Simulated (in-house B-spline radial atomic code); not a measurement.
Values are calculated unless marked as measured or tabulated.
# Weak and strong correlation along the adiabatic connection

Two-electron singlets in several external potentials (atomic units), by full CI in B-splines with partial waves to l = 8 (correlation energies up to 0.6 % small). The repulsion is scaled by λ at fixed density; W(λ) is the mean repulsion less the Hartree energy, W(0) = E_x, and the area under W from 0 to 1 is E_xc.

One system gave this curve:

```tsv
λ	W (hartree)
0	-3.6834
0.02	-3.6853
0.05	-3.688
0.12	-3.6945
0.25	-3.7064
0.4	-3.7199
0.6	-3.7375
0.8	-3.7547
1	-3.7714
1.4	-3.8038
2	-3.8497
3	-3.9197
4.5	-4.0118
7	-4.138
10	-4.2566
```

(1) Which system is it?
A. −Z exp(−kr)/r, Z = 2.4, k = 0.865
B. −Z/r, Z = 6.25
C. −Z exp(−kr)/r, Z = 3.43, k = 0.898
D. −Z/r, Z = 1.34, wall at 5.12 bohr

Results:

(1) B. The exchange energy sets the size: −Z/r, Z = 6.25: E_x = -3.68, E_c = -0.0449; −Z exp(−kr)/r, Z = 3.43, k = 0.898: E_x = -1.79, E_c = -0.0444; −Z exp(−kr)/r, Z = 2.4, k = 0.865: E_x = -1.08, E_c = -0.0453; −Z/r, Z = 1.34, wall at 5.12 bohr: E_x = -0.642, E_c = -0.0393 hartree.
